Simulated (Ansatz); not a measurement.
One change: `[CH3][In]([F])[O][SiH3]` becomes `CB(F)O[SiH3]`.

Ansatz, PBE0-D4/def2-TZVP geometries, multiplicity 1. Each molecule was computed in one conformer, which needn't be the lowest.

Elements past krypton have def2 core potentials.

| property | `[CH3][In]([F])[O][SiH3]` |
| --- | --- |
| HOMO energy (B3LYP/def2-TZVPP) / eV | -8.13 |
| HOMO energy (ωB97M-V/def2-TZVPP) / eV | -10.63 |
| LUMO energy (PBE0/def2-TZVPP) / eV | -1.56 |
| HOMO–LUMO gap (PBE0/def2-TZVPP) / eV | 6.78 |
| HOMO energy (PBE0/def2-TZVPP) / eV | -8.34 |
| HOMO–LUMO gap (ωB97M-V/def2-TZVPP) / eV | 10.84 |

Problem. What does the change do to each property? (An estimate is asked.)

Solution. The calculation gave: 
```json
{"property": "HOMO energy (B3LYP/def2-TZVPP) / eV", "`CB(F)O[SiH3]`": "-9.07", "shift": "-0.94"}
{"property": "HOMO energy (ωB97M-V/def2-TZVPP) / eV", "`CB(F)O[SiH3]`": "-11.60", "shift": "-0.97"}
{"property": "LUMO energy (PBE0/def2-TZVPP) / eV", "`CB(F)O[SiH3]`": "0.13", "shift": "1.69"}
{"property": "HOMO–LUMO gap (PBE0/def2-TZVPP) / eV", "`CB(F)O[SiH3]`": "9.41", "shift": "2.63"}
{"property": "HOMO energy (PBE0/def2-TZVPP) / eV", "`CB(F)O[SiH3]`": "-9.28", "shift": "-0.94"}
{"property": "HOMO–LUMO gap (ωB97M-V/def2-TZVPP) / eV", "`CB(F)O[SiH3]`": "13.25", "shift": "2.41"}
```

With PBE0 the HOMO falls by 0.94 eV and the LUMO rises by 1.69 eV, so the gap widens by about 2.63 eV. PBE moves the HOMO by -0.85 eV and ωB97M-V by -0.97 eV.

B3LYP here is the variant with VWN-RPA as its local correlation; programs differ in this.
